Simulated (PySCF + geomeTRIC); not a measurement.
Species: H3GaS3, SMILES `[SH][Ga]([SH])[SH]` (charge 0, multiplicity 1).

Task: Give a relaxed geometry from B3LYP-D3(BJ)/def2-TZVP (PySCF + geomeTRIC).

Result: Several could match; the one computed here: the end point of this relaxation, one of several conformers (outside a Z-matrix the atoms follow the SMILES, hydrogens last).
Bond lengths (Å): S1–Ga2 2.212, S1–H5 1.344, Ga2–S3 2.215, Ga2–S4 2.209, S3–H6 1.344, S4–H7 1.344. Bond angles (°): Ga2–S1–H5 94.3, S1–Ga2–S3 123.7, S1–Ga2–S4 117.2, S3–Ga2–S4 119.2, Ga2–S3–H6 94.7, Ga2–S4–H7 93.7.
